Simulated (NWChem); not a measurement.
Molecule: C3H3N2, doublet; SMILES [c]1cn[nH]c1

In the optimisation the excess spin sits in a' (Cs, its own frame).

### Question
Give the equilibrium geometry at PBE0/def2-SVP, spin-unrestricted (NWChem) as an XYZ file, with the point group.

### Answer
point group Cs; any orientation.
```
8

C      1.2292    -0.1158     0.0000
C      0.5223     1.0629     0.0000
N     -0.7755     0.6670     0.0000
N     -0.9333    -0.6527     0.0000
C      0.2962    -1.1618     0.0000
H      0.8213     2.1083     0.0000
H     -1.5978     1.2578     0.0000
H      0.4475    -2.2397     0.0000
```
